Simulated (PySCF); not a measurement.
## TeCl₄: one-bond stretch

All numbers come from PBE/[Te def2-SVP with ECP28, Cl def2-SVP], scalar-relativistic core potentials, density fitting, no spin–orbit coupling, PySCF.

Rigid scan from the singlet minimum (Te–Cl 2.384 Å (×2), Te–Cl 2.478 Å (×2); Cl–Te–Cl 91.9° (×4), Cl–Te–Cl 100.3°, Cl–Te–Cl 174.1°). Coordinate: the bond from Te to the last atom (Cl) scaled, the rest fixed. Energies in kJ/mol from the minimum.

| scale of one bond | E (kJ/mol) | dipole size (D) |
| --- | --- | --- |
| 1.00 | 0.0 | 1.08 |
| 1.05 | 6.3 | 1.25 |
| 1.12 | 29.2 | 1.92 |
| 1.20 | 63.9 | 2.74 |
| 1.35 | 130.9 | 4.02 |
| 1.55 | 202.7 | – |
| 1.80 | 260.0 | – |
| 2.20 | 300.3 | – |

At long bonds a restricted determinant can lie too high, and another spin state can fall below this curve.

Other isomers or separated fragments may lie lower.

The scan took 5.1 min on 2 threads of a shared Arm Neoverse N1 host; the process peaked at 1.2 GiB.
